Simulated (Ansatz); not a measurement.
Species: Cl3Ga, SMILES `[Cl][Ga]([Cl])[Cl]` (charge 0, multiplicity 1), formula Cl₃Ga.

Question: How many basis functions does frozen-core CCSD(T)/cc-pVTZ // PBE0-D4/def2-TZVP (Ansatz, a program for electronic structure) use, how many core orbitals are frozen, and how many electrons are correlated?

Answer: 145 basis functions and 24 frozen orbitals, which leaves 34 correlated electrons (filled d shells below the valence shell are correlated). Core time is of the order of seconds.
